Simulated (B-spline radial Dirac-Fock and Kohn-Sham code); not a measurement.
# Core-hole lifetimes of Mo⁺

System: Mo⁺, configuration [Kr] 4d5.

Input file task.json (cfg lists n, l and occupation; rrms is the nuclear radius in fm):

```json
{"items": [{
  "Z": 42,
  "q": 1,
  "cfg": [[1, 0, 2], [2, 0, 2], [2, 1, 6], [3, 0, 2], [3, 1, 6], [3, 2, 10], [4, 0, 2], [4, 1, 6], [4, 2, 5]],
  "A": 98,
  "rrms": 4.4091,
  "do": ["binding", "quiet", "decay"],
  "holes": ["K", "L1", "L2", "L3", "M1", "M2", "M3", "M4", "M5", "N1", "N2", "N3"]
}]}
```

Command: `python xray_run.py task.json out`

Method: one-electron (LDA, Dirac) transition rates at Dirac-Fock energies. Computed with a B-spline atomic structure program.

Partial widths are in eV. Coster-Kronig decay leaves a hole in the same principal shell; its rates are the weakest part of the model, often 1.5 to 2.5 times too large and more for N holes. Holes without an open Auger channel, or with an unreliable SCF state, are not listed.

```csv
hole,radiative,Auger,Coster-Kronig,total,fluorescence yield,lifetime (fs)
K (1s),3.38,1.04,0,4.42,0.764,0.149
L1 (2s),0.0432,1.02,4.88,5.95,0.00727,0.111
L2 (2p1/2),0.0659,1.52,0.242,1.83,0.0360,0.360
L3 (2p3/2),0.0638,1.64,0,1.71,0.0374,0.386
M1 (3s),0.000710,0.172,8.36,8.53,8.32e-05,0.0772
M2 (3p1/2),0.000680,0.196,2.76,2.96,0.000230,0.222
M3 (3p3/2),0.000608,0.201,3.03,3.24,0.000188,0.203
M4 (3d3/2),3.88e-05,0.151,0,0.151,0.000257,4.36
M5 (3d5/2),3.56e-05,0.156,0,0.156,0.000228,4.22
N1 (4s),2.56e-05,0,11.9,11.9,2.15e-06,0.0553
N2 (4p1/2),2.36e-05,0,2.65,2.65,8.92e-06,0.249
N3 (4p3/2),2.10e-05,0,2.76,2.76,7.61e-06,0.239
```
